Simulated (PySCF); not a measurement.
B97-3 on C⁻ (carbon, charge -1), [He] 2s2 2p3, high-spin 4S determinant. Computed with PySCF 2.14 in dyall-av2z (11s7p2d, 42 functions), with no relativity, point nucleus.

```
cycle= 1 E= -37.8925295148497  delta_E= -0.00356  |g|= 0.00883  |ddm|= 0.0969
cycle= 2 E= -37.8925929513581  delta_E= -6.34e-05  |g|= 0.00265  |ddm|= 0.0289
cycle= 3 E= -37.8925953786882  delta_E= -2.43e-06  |g|= 0.00232  |ddm|= 0.00844
cycle= 4 E= -37.8925998523959  delta_E= -4.47e-06  |g|= 0.000494  |ddm|= 0.00316
cycle= 5 E= -37.892600063793  delta_E= -2.11e-07  |g|= 3.97e-05  |ddm|= 0.00119
cycle= 6 E= -37.892600065875  delta_E= -2.08e-09  |g|= 8.5e-06  |ddm|= 0.000132
cycle= 7 E= -37.8926000660313  delta_E= -1.56e-10  |g|= 1.96e-06  |ddm|= 4.97e-05
converged SCF energy = -37.8926000660313  <S^2> = 3.7598846  2S+1 = 4.0049392
```

Highest occupied orbital energy: 0.972 eV; ⟨L²⟩ = 0.00; populations by l: s 4.00, p 3.00, d 0.00.

Task: Can this result be used?

Result: With care. The run converged. At B97-3 the highest occupied level has a positive energy, so only the finite basis holds that electron; in a semilocal or global hybrid functional this comes from self-interaction and does not mean that the real anion is unbound.
